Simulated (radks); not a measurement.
Mo2+, configuration [Kr] 4d3 5p1 (not the ground configuration). Calculated with a radial shooting solver on a logarithmic mesh with Libxc functionals: Dirac Kohn-Sham, PBEsol, spin-unpolarised, spherical densities, finite nucleus; open shells fill j = l - 1/2 first; Fermi nuclear charge, rms radius 4.4091 fm. Some entries of the table are withheld. Estimate them.

orbital  occ.  eigenvalue (Ry)  <r^2> (bohr^2)  <1/r> (bohr^-1)
1s1/2       2        -1457.028        0.001670            43.53
2s1/2       2        -207.2805         0.02782            9.907
2p1/2       2        -190.8644         0.02100            9.886
2p3/2       4        -183.0405         0.02237            9.413
3s1/2       2        -36.72491          0.2110            3.389
3p1/2       2        -30.47964          0.2090            3.289
3p3/2       4        -29.19055          0.2194            3.175
3d3/2       4        -18.14130          0.2055            2.987
3d5/2       6        -17.89707          0.2089            2.957
4s1/2       2         -6.43788           1.365            1.246
4p1/2       2         -4.64240           1.634            1.130
4p3/2       4         -4.45243           1.713            1.097
4d3/2       3         -1.82362             (1)              (2)
4d5/2       0         -1.80327             (3)              (4)
5p1/2       1         -1.07425           12.39           0.3871
5p3/2       0         -1.05027           12.86           0.3790

Answer. 
(1) 4d3/2 <r^2> (bohr^2): 3.186
(2) 4d3/2 <1/r> (bohr^-1): 0.8068
(3) 4d5/2 <r^2> (bohr^2): 3.238
(4) 4d5/2 <1/r> (bohr^-1): 0.7995
